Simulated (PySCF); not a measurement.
Species: C₂H₃F₃NO (doublet state).
Structure used (PBE0-D3(BJ)/def2-SVP), in Å, numbered top down from 1:
```
atom  x, y, z in Å
C1     1.1718   -0.0516   -0.5268
N2     0.1787   -0.2016    0.5223
O3     0.5297   -0.1453    1.7306
C4    -1.2080    0.0532    0.2247
F5    -1.4396    1.3596    0.0816
F6    -1.9687   -0.4067    1.1888
F7    -1.5340   -0.5376   -0.9222
H8     2.0364   -0.6648   -0.2451
H9     1.4861    1.0013   -0.6148
H10    0.7654   -0.3974   -1.4842
```

Theory: PySCF, PBE0-D3(BJ)/def2-SVP geometry optimisation, gas phase.

Masses are those of the commonest isotopes; rigid-rotor values at the optimised geometry. 

Give the principal moments of inertia and the rotational constants in GHz.

Ia = 134.98, Ib = 195.96, Ic = 239.94 u·Å²; 505379 MHz·u·Å²/I gives 3744, 2579 and 2106 MHz, that is A = 3.7440, B = 2.5789, C = 2.1062 GHz.

Classify the top.

An asymmetric top; Ray's κ = -0.423.

What does the inertial defect say?

Not planar: Δ = Ic − Ia − Ib = -91.00 u·Å². For a rigid frame Δ = −2 Σ m c², so Σ m c² = 45.50 u·Å² lies off the ab plane: 1.62 from hydrogen and 43.88 from heavier atoms. The atom farthest from that plane is 1.26 Å away.

Give the other two planar moments, Paa and Pbb, and the rms extents of the mass along the axes.

Paa = Σ m a² = (Ib + Ic − Ia)/2 = 150.46 and Pbb = Σ m b² = (Ia + Ic − Ib)/2 = 89.48 u·Å². With the mass M = 114.02 u, the rms extents √(P/M) along a, b and c are 1.15, 0.89, 0.63 Å.

List the rotational levels J(Ka,Kc) to J = 5 (MHz).

Above 0(0,0):
J = 1: 1(0,1) 4685, 1(1,1) 5850, 1(1,0) 6323
J = 2: 2(0,2) 13938, 2(1,2) 14748, 2(1,1) 16166, 2(2,1) 19661, 2(2,0) 19778
J = 3: 3(0,3) 27566, 3(1,3) 28028, 3(1,2) 30846, 3(2,2) 33717, 3(2,1) 34262, 3(3,1) 40790, 3(3,0) 40809
J = 4: 4(0,4) 45411, 4(1,4) 45635, 4(1,3) 50235, 4(2,3) 52365, 4(2,2) 53803, 4(3,2) 59719, 4(3,1) 59846, 4(4,1) 69367, 4(4,0) 69370
J = 5: 5(0,5) 67424, 5(1,5) 67521, 5(1,4) 74142, 5(2,4) 75532, 5(2,3) 78364, 5(3,3) 83391, 5(3,2) 83860, 5(4,2) 93052, 5(4,1) 93074, 5(5,1) 105426, 5(5,0) 105427
The levels of one J sum to (2J + 1)J(J + 1)(A + B + C)/3.

Which lines would a microwave search look for?

The dipole components are |μa| = 0.93 D, |μb| = 2.60 D, |μc| = 0.10 D. Intensities carry the squares of the components, which stand as 0.13 : 1.00 : 0.00 (a : b : c). Some lines, for components of 0.1 D or more:

```csv
type,branch,"J(Ka,Kc)",MHz,lower level (cm⁻¹)
a,Q,"1(1,0) ← 1(1,1)",473,0.195
a,Q,"3(2,1) ← 3(2,2)",545,1.125
c,Q,"2(1,2) ← 2(0,2)",810,0.465
c,Q,"1(1,1) ← 1(0,1)",1165,0.156
b,Q,"2(1,1) ← 2(0,2)",2228,0.465
b,Q,"3(1,2) ← 3(0,3)",3280,0.920
c,Q,"2(2,1) ← 2(1,1)",3495,0.539
b,Q,"2(2,0) ← 2(1,1)",3612,0.539
a,R,"1(0,1) ← 0(0,0)",4685,0.000
b,Q,"2(2,1) ← 2(1,2)",4913,0.492
b,R,"1(1,1) ← 0(0,0)",5850,0.000
b,Q,"3(3,0) ← 3(2,1)",6547,1.143
a,R,"2(1,2) ← 1(1,1)",8898,0.195
b,R,"2(1,2) ← 1(0,1)",10063,0.156
b,R,"3(1,2) ← 2(2,1)",11184,0.656
c,R,"2(1,1) ← 1(0,1)",11481,0.156
b,R,"3(0,3) ← 2(1,2)",12818,0.492
a,R,"3(1,3) ← 2(1,2)",13280,0.492
a,R,"3(0,3) ← 2(0,2)",13628,0.465
a,R,"3(2,2) ← 2(2,1)",14056,0.656
a,R,"3(1,2) ← 2(1,1)",14680,0.539
c,R,"3(1,2) ← 2(0,2)",16907,0.465
b,R,"3(3,1) ← 2(2,0)",21012,0.660
c,R,"3(3,0) ← 2(2,0)",21030,0.660
```

For this open shell read J as N, the rotation without spin; fine and hyperfine splittings come on top. No frequency check. ⟨S²⟩ = 0.753 (exact for a doublet: 0.75). Zero-point vibration and centrifugal distortion are left out. A rigid rotor knows nothing of internal rotation, which can split or shift real lines. Quadrupole hyperfine structure (14N) is left out.
